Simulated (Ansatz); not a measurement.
Consider the ligand exchange at the Hf–F bond: `[F][Hf]([F])([F])[Cl]` + NH₃ → `[NH2][Hf]([F])([F])[Cl]` + H–F.

Gas-phase electronic energies from Ansatz, PBE0-D4/def2-TZVP geometries. CCSD(T)/CBS is the MP2 limit (def2-TZVPP, def2-QZVPP) plus CCSD(T) − MP2 in def2-TZVPP, frozen cores. This one scheme is used for every species. Functionals use def2-TZVPP. B3LYP here is the variant with VWN-RPA as its local correlation; programs differ in this. Elements past krypton have def2 core potentials. For Hf outer-core shells are correlated without core-valence functions, which leaves a few kJ/mol of doubt a bond. One conformer a species, not always the lowest.

Is it downhill or uphill in electronic energy at CCSD(T)/CBS, and by how much? (An estimate is asked.)

The calculation gave: Uphill: ΔE = +24.6 kcal/mol.

What do these levels give: B3LYP-D4, ωB97X-V, r2SCAN0, LC-ωPBE, MP2/def2-TZVPP, SCS-MP2/def2-TZVPP? (An estimate is asked.)

Computed: B3LYP-D4 26.5, ωB97X-V 27.2, r2SCAN0 26.4, LC-ωPBE 27.7, MP2/def2-TZVPP 24.2, SCS-MP2/def2-TZVPP 25.2 kcal/mol.

Largest T1 diagnostic among the species: 0.016.

From BLYP to BHLYP (50 % exact exchange), in def2-TZVPP and without D4, ΔE moves by −1.4 kcal/mol. Leaving LDA and LC-ωPBE aside and taking each functional with its dispersion term where it has one, the values, not all of them listed here, spread over 3.6 kcal/mol, from PBE-QIDH to B97M-V. LDA lies −2.2 kcal/mol from PBE without D4.
